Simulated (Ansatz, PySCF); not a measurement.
C2H4BF2N, SMILES C/N=C/B(F)F. Atoms are numbered in the order given.

```xyz
10

C     -2.6022     0.2028     0.6409
N     -1.3417    -0.2520     0.1142
C     -0.2914     0.4407     0.3260
B      1.0886    -0.0417    -0.2414
F      2.1806     0.6752    -0.0232
F      1.2186    -1.1494    -0.9400
H     -3.0214    -0.5821     1.2933
H     -3.3168     0.3187    -0.1918
H     -2.5432     1.1549     1.2067
H     -0.3357     1.3877     0.9097
```

Coordinates come from a B3LYP-D3(BJ)/def2-SVP optimisation. The structure was generated by enumeration; whether it is a known compound was not checked. The values are those of a single conformer.

Two levels are set side by side: PBE-D3(BJ)/def2-SVP (Ansatz, a quantum-chemistry and plane-wave program) and B3LYP-D3(BJ)/def2-SVP (Ansatz). Each level has its own optimised geometry; the coordinates shown are those of the second. Frequencies come from the Hessian of PySCF at each geometry. Differences are taken from unrounded values.

| quantity | B3LYP-D3(BJ) |
|---|---|
| mean bond length (Å) | 1.261 |
| bond C1–N2 (Å) | 1.440 |
| bond N2–C3 (Å) | 1.276 |
| bond C3–B4 (Å) | 1.568 |
| bond B4–F5 (Å) | 1.324 |
| bond B4–F6 (Å) | 1.316 |
| bond C1–H7 (Å) | 1.103 |
| bond C1–H8 (Å) | 1.103 |
| bond C1–H9 (Å) | 1.109 |
| bond C3–H10 (Å) | 1.113 |
| highest harmonic wavenumber (cm⁻¹) | 3092 |
| mean harmonic wavenumber (cm⁻¹) | 1250 |
| zero-point energy (kcal/mol) | 42.90 |

### Question
What does PBE-D3(BJ) give, and how far is it from B3LYP-D3(BJ)? (Estimate from the structure and the level; the computed values follow.)

### Answer

| quantity | PBE-D3(BJ) | PBE-D3(BJ) minus B3LYP-D3(BJ) |
|---|---|---|
| mean bond length (Å) | 1.269 | 0.008 |
| bond C1–N2 (Å) | 1.439 | -0.001 |
| bond N2–C3 (Å) | 1.286 | 0.010 |
| bond C3–B4 (Å) | 1.572 | 0.004 |
| bond B4–F5 (Å) | 1.334 | 0.009 |
| bond B4–F6 (Å) | 1.326 | 0.010 |
| bond C1–H7 (Å) | 1.112 | 0.008 |
| bond C1–H8 (Å) | 1.112 | 0.008 |
| bond C1–H9 (Å) | 1.118 | 0.009 |
| bond C3–H10 (Å) | 1.124 | 0.010 |
| highest harmonic wavenumber (cm⁻¹) | 3030 | -62 |
| mean harmonic wavenumber (cm⁻¹) | 1214 | -37 |
| zero-point energy (kcal/mol) | 41.65 | -1.25 |

Exact exchange shortens and stiffens bonds; PBE has none. Differences between two approximate levels are no errors against the true value.
